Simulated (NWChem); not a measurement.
System: isocyanic acid (CHNO); SMILES N=C=O

Results from NWChem. Pople sets run with spherical d functions. The geometry was optimised at B3LYP/6-31G* (spherical d).

**Question.** Estimate the computed values for TPSS/6-31G*. Quantities: highest occupied level (eV); orbital gap (eV); dipole (D).

**Answer.** 
```yaml
highest occupied level (eV): -7.07
orbital gap (eV): 6.51
dipole (D): 2.16
```
